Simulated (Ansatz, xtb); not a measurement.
# Two isomers of C5H6F2Ge

Structure X is `FC1=[CH][GeH2][C](F)=CC1`, a singlet and structure Y is `FC(F)[C]1=CC=[CH][GeH2]1`, a singlet. Both are isolated molecules in the gas phase, relaxed with PBE0-D3(BJ)/def2-SVP; the shapes shown needn't be the lowest conformers.

X (Å):

```xyz
14

C    -1.0100   -1.3933   -0.2352
C    -0.1727   -1.4085   -1.2744
C     0.1763    1.3943   -0.3720
C    -0.7140    1.0432    0.5581
C    -1.3593   -0.2958    0.7153
F    -1.6945   -2.5017    0.0827
F     0.6646    2.6443   -0.3781
Ge    0.8151    0.1719   -1.7424
H    -0.0835   -2.3469   -1.8291
H     0.4763    0.6948   -3.1499
H     2.3388   -0.0227   -1.6423
H    -1.0100    1.8071    1.2868
H    -2.4591   -0.1807    0.6817
H    -1.1649   -0.6806    1.7343
```

Y (Å):

```yaml
atoms:
  - { symbol: C, position_ang: [-1.3560, -1.9416, -0.6444] }
  - { symbol: C, position_ang: [-0.6300, -0.6543, -0.5424] }
  - { symbol: C, position_ang: [0.2052, -0.1740, -1.4840] }
  - { symbol: C, position_ang: [0.8525, 1.1284, -1.2339] }
  - { symbol: C, position_ang: [0.5677, 1.7579, -0.0765] }
  - { symbol: F, position_ang: [-2.6954, -1.7346, -0.5800] }
  - { symbol: F, position_ang: [-1.0366, -2.7476, 0.3993] }
  - { symbol: Ge, position_ang: [-0.6816, 0.6426, 0.9175] }
  - { symbol: H, position_ang: [-1.1378, -2.4884, -1.5799] }
  - { symbol: H, position_ang: [0.4147, -0.7134, -2.4159] }
  - { symbol: H, position_ang: [1.5354, 1.5390, -1.9854] }
  - { symbol: H, position_ang: [1.0010, 2.7236, 0.1907] }
  - { symbol: H, position_ang: [-2.0606, 1.2816, 1.1357] }
  - { symbol: H, position_ang: [-0.1265, 0.1075, 2.2455] }
```

Quicker runs give these differences E(Y) − E(X): GFN2-xTB +5.7 kcal/mol; HF/STO-3G +11.0 kcal/mol (at GFN2-xTB geometries); r2SCAN-D4/def2-SVP −0.2 kcal/mol (at GFN2-xTB geometries).

**Question.** Estimate which is lower in electronic energy at CCSD(T)/def2-SVP + ΔMP2/def2-TZVPP, and by roughly how much.

**Answer.** The CCSD(T)/def2-SVP + ΔMP2/def2-TZVPP calculation puts structure Y lower, by 4.1 kcal/mol.

The same difference at several levels:

```
                             level              geometry  E(Y) − E(X) (kcal/mol)  departure from the last row (kcal/mol)  job, with rough time for the two
                          GFN2-xTB              GFN2-xTB                      +5.7                                    +9.8               optimisation, 0.3 s
                         HF/STO-3G              GFN2-xTB                     +11.0                                   +15.0              single point, 0.98 s
                r2SCAN-D4/def2-SVP              GFN2-xTB                      −0.2                                    +3.9               single point, 8.4 s
              PBE0-D3(BJ)/def2-SVP  PBE0-D3(BJ)/def2-SVP                      −0.6                                    +3.4                optimisation, 75 s
                       HF/def2-SVP  PBE0-D3(BJ)/def2-SVP                      −4.5                                    −0.4           part of the CCSD(T) run
                      MP2/def2-SVP  PBE0-D3(BJ)/def2-SVP                      −5.5                                    −1.4           part of the CCSD(T) run
                  CCSD(T)/def2-SVP  PBE0-D3(BJ)/def2-SVP                      −4.8                                    −0.7                      single point
CCSD(T)/def2-SVP + ΔMP2/def2-TZVPP  PBE0-D3(BJ)/def2-SVP                      −4.1                                                     single point, 4.8 min
```

As drawn, both hold the same kinds of bond in the same numbers. Structure X has a 6-membered ring, Y a 5-membered ring.

GFN2-xTB, HF/STO-3G put the two in the other order. r2SCAN-D4/def2-SVP finds them nearly level. The largest departure from CCSD(T)/def2-SVP + ΔMP2/def2-TZVPP is that of HF/STO-3G, 15.0 kcal/mol. The last row adds to CCSD(T) the change of the MP2 difference between the two basis sets, here +0.7 kcal/mol.

With thermal terms from frequencies at re-optimised GFN2-xTB minima (ideal gas, soft modes damped towards free rotors, one conformer each, 298.15 K, 1 atm): the zero-point term adds −0.2 kcal/mol; ΔH is −4.2 and ΔG −4.9 kcal/mol.

The correlated steps freeze 16 core orbitals; the filled d shell of Ge is correlated, in a basis made for valence electrons. Programs: Ansatz 0.2.0, xtb 6.7.1; the last row on 4 threads of Arm Neoverse N1 on a shared host.
